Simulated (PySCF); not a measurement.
**Excitation energy of Se(2+) by level of theory**

Se(2+) [Ar] 3d10 4s2 4p2 (3P) → Se(2+) [Ar] 3d10 4s1 4p3 (5S), as a difference of total energies. All numbers are calculated (PySCF 2.14, scalar relativity by spin-free X2C-1e, in x2c-TZVPPall (6s5p4d1f, 48 functions)). Correlated levels: valence: [Ar] 3d10 frozen. The calculations carry no spin-orbit coupling.

| method | excitation energy (cm⁻¹) |
| --- | --- |
| UHF | 51054 |
| MP2 (valence) | 59162 |
| SCS-MP2 (valence) | 62791 |
| CCSD (valence) | 61312 |
| CCSD(T) (valence) | 61586 |

A first-order spin-orbit estimate (lowest level to lowest level, LS coupling) adds 0.296 eV.
